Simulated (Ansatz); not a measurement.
Harmonic frequencies (cm⁻¹) at PBE0-D4/def2-TZVP from Ansatz: 90, 124, 149, 150, 154, 159, 224, 478, 483, 507, 511, 540, 646, 669, 678, 1176, 1418, 1419, 1542, 3018, 3101, 3112, 3554, 3646.

Each molecule was computed in one conformer, which needn't be the lowest.

Question: Which molecule is it?
A. `[NH2][Zr]([OH])([Cl])[Cl]`
B. `[OH][Zr]([OH])([OH])[I]`
C. `[OH][Zr]([OH])([OH])[Cl]`
D. `[CH3][Zr]([NH2])([F])[F]`

Answer: D.
